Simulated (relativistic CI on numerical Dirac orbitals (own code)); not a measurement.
## Electric-dipole lines of Au³⁶⁺

Method of calculation: Dirac-Coulomb-Breit CI, orbitals from a KLI potential per configuration, a model potential for QED, unscaled Slater integrals (own radial code, finite nucleus).

CI space (outside the closed core [Ar] 3d10): 4s²4p⁶4d⁷, 4s²4p⁶4d⁶4f, 4s²4p⁵4d⁸, 4s4p⁶4d⁸, 4s²4p⁵4d⁷4f, 4s4p⁶4d⁷4f, 4s²4p⁶4d⁶5s, 4s²4p⁶4d⁵4f5s, 4s²4p⁶4d⁶5p, 4s²4p⁵4d⁷5s, 4s²4p⁶4d⁶5f, 4s²4p⁶4d⁵5s5p, 4p⁶4d⁸4f, 4s²4p⁶4d⁶6s, 4s4p⁶4d⁷5s, 4p⁶4d⁹, 4p⁵4d¹⁰, 4p⁵4d⁹4f, 4s²4p⁶4d⁵5s², 4s²4p⁶4d⁴4f5s², 4s²4p⁵4d⁵4f5s², 4s4p⁶4d⁵4f5s², 4p⁶4d⁸5s, 4p⁵4d⁹5s, 4p⁵4d⁸4f5s, 4p⁶4d⁷5s², 4p⁶4d⁶4f5s², 4p⁵4d⁸5s², 4p⁵4d⁷4f5s². Double excitations out of closed p, d and f shells are left out; levels of such configurations are missing from the list, as are those of other unlisted configurations, and high levels can miss mixing partners.

| λ vac (nm) | Lower | Upper | A (s⁻¹) | E lower (eV) | E upper (eV) |
| --- | --- | --- | --- | --- | --- |
| 3.6954 | 4s²4p⁶4d⁷ ²H11/2 [9] | 4s²4p⁵4d⁸ ²G°9/2 [396] | 4.22e+12 | 29.879 | 365.392 |
| 3.7161 | 4s²4p⁶4d⁷ ⁴P5/2 [7] | 4s²4p⁵4d⁸ ⁴D°7/2 [395] | 2.61e+12 | 28.167 | 361.812 |
| 4.2930 | 4s²4p⁶4d⁷ ²H9/2 [5] | 4s²4p⁶4d⁶4f ²H°11/2 [362] | 1.61e+12 | 26.253 | 315.057 |
| 4.2944 | 4s²4p⁶4d⁷ ⁴F9/2 [1] | 4s²4p⁶4d⁶4f ²H°11/2 [284] | 7.71e+11 | 0.000 | 288.710 |
| 4.3035 | 4s²4p⁶4d⁷ ²H11/2 [9] | 4s²4p⁶4d⁶4f ²I°13/2 [375] | 4.92e+12 | 29.879 | 317.980 |
| 4.3036 | 4s²4p⁶4d⁷ ⁴F7/2 [4] | 4s²4p⁶4d⁶4f ⁴G°7/2 [349] | 3.08e+12 | 22.933 | 311.027 |
| 4.3090 | 4s²4p⁶4d⁷ ⁴F9/2 [1] | 4s²4p⁶4d⁶4f ²G°9/2 [278] | 1.81e+12 | 0.000 | 287.734 |
| 4.3090 | 4s²4p⁶4d⁷ ²F7/2 [10] | 4s²4p⁶4d⁶4f ²G°9/2 [377] | 3.56e+12 | 32.793 | 320.526 |
| 4.3096 | 4s²4p⁶4d⁷ ⁴F9/2 [1] | 4s²4p⁶4d⁶4f ⁴G°11/2 [277] | 4.11e+12 | 0.000 | 287.693 |
| 4.3105 | 4s²4p⁶4d⁷ ⁴F9/2 [1] | 4s²4p⁶4d⁶4f ⁴F°9/2 [276] | 2.89e+12 | 0.000 | 287.632 |
| 4.3145 | 4s²4p⁶4d⁷ ²P3/2 [2] | 4s²4p⁶4d⁶4f ²D°5/2 [302] | 4.26e+12 | 5.687 | 293.056 |
| 4.3147 | 4s²4p⁶4d⁷ ²F5/2 [11] | 4s²4p⁶4d⁶4f ²G°7/2 [379] | 4.20e+12 | 35.037 | 322.390 |
| 4.3178 | 4s²4p⁶4d⁷ ⁴F9/2 [1] | 4s²4p⁶4d⁶4f ⁴D°7/2 [275] | 4.49e+12 | 0.000 | 287.148 |
| 4.3184 | 4s²4p⁶4d⁷ ²D5/2 [3] | 4s²4p⁶4d⁶4f ²D°3/2 [312] | 4.42e+12 | 9.072 | 296.176 |
| 4.3202 | 4s²4p⁶4d⁷ ²D5/2 [3] | 4s²4p⁶4d⁶4f ²F°7/2 [311] | 4.86e+12 | 9.072 | 296.056 |
| 4.3286 | 4s²4p⁶4d⁷ ²D3/2 [12] | 4s²4p⁶4d⁶4f ²F°5/2 [382] | 4.89e+12 | 43.405 | 329.836 |
| 4.3288 | 4s²4p⁶4d⁷ ⁴F7/2 [4] | 4s²4p⁶4d⁶4f ⁴G°9/2 [345] | 3.93e+12 | 22.933 | 309.347 |
| 4.3295 | 4s²4p⁶4d⁷ ²P3/2 [2] | 4s²4p⁶4d⁶4f ²P°3/2 [295] | 4.16e+12 | 5.687 | 292.058 |
| 4.3310 | 4s²4p⁶4d⁷ ²D5/2 [3] | 4s²4p⁶4d⁶4f ⁴F°5/2 [309] | 3.92e+12 | 9.072 | 295.342 |
| 4.3311 | 4s²4p⁶4d⁷ ²H9/2 [5] | 4s²4p⁶4d⁶4f ²G°9/2 [352] | 3.17e+12 | 26.253 | 312.517 |
| 4.3318 | 4s²4p⁶4d⁷ ⁴F5/2 [13] | 4s²4p⁶4d⁶4f ⁴G°7/2 [385] | 3.13e+12 | 49.691 | 335.908 |
| 4.3324 | 4s²4p⁶4d⁷ ²H9/2 [15] | 4s²4p⁶4d⁶4f ²I°11/2 [389] | 4.86e+12 | 53.467 | 339.646 |
| 4.3336 | 4s²4p⁶4d⁷ ⁴F7/2 [4] | 4s²4p⁶4d⁶4f ⁴D°5/2 [343] | 2.94e+12 | 22.933 | 309.033 |
| 4.3377 | 4s²4p⁶4d⁷ ²H9/2 [5] | 4s²4p⁶4d⁶4f ²H°11/2 [350] | 3.08e+12 | 26.253 | 312.085 |
| 4.3406 | 4s²4p⁶4d⁷ ⁴P3/2 [6] | 4s²4p⁶4d⁶4f ²F°5/2 [354] | 2.93e+12 | 27.442 | 313.082 |
| 4.3476 | 4s²4p⁶4d⁷ ²H11/2 [9] | 4s²4p⁶4d⁶4f ²H°11/2 [362] | 3.06e+12 | 29.879 | 315.057 |
| 4.3480 | 4s²4p⁶4d⁷ ⁴P5/2 [7] | 4s²4p⁶4d⁶4f ²D°5/2 [355] | 3.54e+12 | 28.167 | 313.317 |
| 4.3498 | 4s²4p⁶4d⁷ ²F7/2 [17] | 4s²4p⁶4d⁶4f ²H°9/2 [390] | 3.96e+12 | 55.098 | 340.133 |
| 4.3678 | 4s²4p⁶4d⁷ ²H9/2 [5] | 4s²4p⁶4d⁶4f ⁴F°7/2 [348] | 3.39e+12 | 26.253 | 310.111 |
| 4.3934 | 4s²4p⁶4d⁷ ²H11/2 [9] | 4s²4p⁶4d⁶4f ²H°11/2 [350] | 1.47e+12 | 29.879 | 312.085 |

Terms are leading LS components. Brackets give the number of a level in order of energy, since labels repeat. The list gives strong lines, with weight on those to low levels, without lines whose two gauges differ by over a factor of 2.5, among the lowest 400 of 10512 levels, so that lines to higher ones, which can be the strongest, are missing. Levels whose partners in the same complex of configurations lie outside the list can be far off, and so can their lines. Rates are taken at the computed energies, electric ones in the length gauge.

At this charge energies of transitions that change n are usually good to better than 1 %, and those within a shell (Δn = 0) to a few per cent. Terms inside the open d or f shell come out 10 to 20 % too wide with unscaled integrals.

LS names give the leading component of a level, which can be under half, so a name can repeat, a term be missing and a line seem to break the LS rules.
